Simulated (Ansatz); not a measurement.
The cluster GeS₃⁻. Charge -1, multiplicity 2. Geometry PBE0-D4/def2-SVPD, basis def2-TZVPD, Ansatz.

```xyz
4

Ge   -0.035   -0.286   -1.596
S    -0.515   -1.293    0.651
S     0.677    1.644   -1.225
S    -0.128   -0.065    2.170
```

```json
{"run": "A", "HOMO (eV)": "-2.31", "LUMO (eV)": "1.52"}
{"run": "B", "HOMO (eV)": "-3.54", "LUMO (eV)": "2.51"}
{"run": "C", "HOMO (eV)": "-0.48", "LUMO (eV)": "-0.30"}
{"run": "D", "HOMO (eV)": "-0.62", "LUMO (eV)": "-0.16"}
{"run": "E", "HOMO (eV)": "-1.44", "LUMO (eV)": "0.57"}
```

Another isomer (doublet) lies 0.70 eV lower at PBE0-D4/def2-TZVPD; other spin states weren't run for this one.

HOMO and LUMO are taken over both spins.

**Question.** The runs used BHLYP, PBE, PBE0, r2SCAN, ωB97X-V. Estimate which is which.

**Answer.** A BHLYP (50 % exact exchange); B ωB97X-V (range-separated); C PBE (0 % exact exchange); D r2SCAN (0 % exact exchange); E PBE0 (25 % exact exchange). Exact exchange lowers occupied and raises empty levels; among semilocal functionals meta-GGAs tend to open the gap a little, and such runs are hard to tell apart. The gap grows from 0.18 eV (PBE) to 6.05 eV (ωB97X-V).
